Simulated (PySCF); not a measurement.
## Spectroscopy problems

- GFN2-xTB geometry
- σ from GIAO-PBE0/pcSseg-1
- program: PySCF 2.14.0 with density-fitted response routines
- non-relativistic, equivalent nuclei averaged, no solvent, a single conformation

δ = σ(ref) − σ, references computed at the same level: TMS for $^{1}$H, $^{13}$C. Where no couplings were computed, multiplicities follow the n + 1 count of equivalent neighbours, and m marks all less simple cases (inequivalent or close neighbours, rings, F or P nearby). Shifts are as computed. Against solution values, carbons near 30 ppm lie about +3 ppm off and those near 130 ppm about +5 ppm. Of 1309 compounds with measured shifts, 239 miss one by over three times the rms of a fit or turn the order of signals round; such compounds aren't used in these exercises. OH and NH positions are gas-phase values without hydrogen bonding to other molecules.

Q: C$_{3}$H$_{9}$NO$_{3}$Si. $^{1}$H NMR (600 MHz, computed): δ 6.14 (m, 1H), 5.74 (m, 1H), 5.49 (m, 1H), 4.74 (d, 2H), 1.90 (br s, 2H), 0.34 (br s, 2H). $^{13}$C{$^{1}$H} NMR (computed): δ 145.0 (CH), 117.1 (CH2), 67.4 (CH2). Identify the compound.

A: `C=CCO[Si](N)(O)O`. The formula gives 1 degree of unsaturation (no ring in the answer). 3 carbon signals for 3 carbons: no two carbons are equivalent. Carbon types of the structure: 1 × CH, 2 × CH2, leaving 4 H on heteroatoms. δC 145.0: alkene CH; an sp2 carbon of a C=C bond. δC 117.1: terminal =CH2 carbon; as expected for a trigonal carbon in a double bond. δC 67.4: allylic sp3 CH2 bonded to O; the inductive effect lowers its shielding. δH 5.74, 5.49: hydrogen on a terminal =CH2 carbon; olefinic region.

This is the structure that produced the data.

Q: C$_{3}$H$_{12}$O$_{2}$Si$_{3}$. $^{1}$H NMR (400 MHz, computed): δ 3.90 (s, 3H), 3.57 (s, 6H), 0.46 (s, 3H). $^{13}$C{$^{1}$H} NMR (computed): δ 192.1 (C), 52.2 (CH3), -4.1 (CH3). Give a structure.

A: SMILES COC(=O)[Si](C)([SiH3])[SiH3]. Rings plus π bonds: 1 (no ring in the answer). 3 carbon signals for 3 carbons: no two carbons are equivalent. Carbon types of the structure: 1 × C, 2 × CH3, leaving 6 H on heteroatoms. δC 192.1: carbonyl carbon. δC -4.1: methyl carbon bonded to Si; an electropositive neighbour leaves it electron-rich and shielded. δH 3.90: hydrogen on a methyl carbon bonded to O; its carbon carries O, which withdraws density. δH 0.46: hydrogen on a methyl carbon bonded to Si; an electropositive neighbour shields it, as in TMS itself.

The data come from this structure; uniqueness wasn't tested.
